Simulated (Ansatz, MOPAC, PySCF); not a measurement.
Noncovalent pair: C2H6O (SMILES COC) (first 9 atoms) with HI (SMILES I); geometry from B3LYP-D3(BJ)/def2-TZVP.
(charge 0, multiplicity 1):
```csv
atom,x (Å),y (Å),z (Å)
C,0.7689,-0.8201,0.0676
O,0.3269,0.2636,0.8706
C,-0.9897,0.6864,0.5506
H,0.7936,-0.5313,-0.9880
H,0.1151,-1.6911,0.1869
H,1.7735,-1.0760,0.3974
H,-1.0393,1.0391,-0.4846
H,-1.2377,1.5036,1.2246
H,-1.7094,-0.1282,0.6878
I,-0.0063,-1.1322,3.9997
H,0.2498,-0.3685,2.5600
```

Interaction energies are E(AB) − E(A) − E(B) at the monomers' geometry in the complex; basis-set methods are counterpoise corrected.

The state reached by PM3, PM6 isn't checked.

The values were computed with Ansatz (Gaussian orbitals); MOPAC for PM3, PM6 (differences of heats of formation); PySCF for the dispersion terms.  In def2 rows elements past Kr take small-core potentials, without spin–orbit coupling.

Question: Give the interaction energy at the level PM3.

Answer: -11 kJ/mol

Question: What is the computed interaction energy (PM6)?

Answer: -24 kJ/mol

Question: Estimate the interaction energy that PBE-D4/def2-TZVPPD returns for this input.

Answer: -28 kJ/mol

Ansatz is a first-principles code.
